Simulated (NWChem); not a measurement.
System: GeP2H6; SMILES [PH2][GeH2][PH2]

Input file for NWChem:

```
start job
memory heap 200 mb stack 900 mb global 1100 mb
geometry units angstroms noautosym nocenter noautoz
  Ge    -0.649683     0.000414    -0.000367
  P      0.547676    -1.999819     0.001264
  P      0.554991     1.996343     0.000961
  H     -1.553040     0.001552     1.249492
  H     -1.551060     0.002383    -1.251629
  H      1.444983    -1.578844    -1.028191
  H      1.425774    -1.586863     1.050372
  H      1.440883     1.575795     1.040393
  H      1.441753     1.576469    -1.038005
end
basis spherical
  Ge library 6-31g*
  P library 6-31g*
  H library 6-31g*
end
dft
  xc b3lyp
  iterations 150
end
property
  response 1 0.0773
end
task dft property
```

The geometry was optimised at PBE0/def2-SVP.

Field at 589 nm.

Problem. Give the results of this calculation. (B3LYP/6-31G* (spherical d).) Quantities: isotropic polarisability (bohr³); anisotropy (bohr³).

Solution. 
```json
{
  "isotropic polarisability (bohr³)": "81.3",
  "anisotropy (bohr³)": "44.7"
}
```
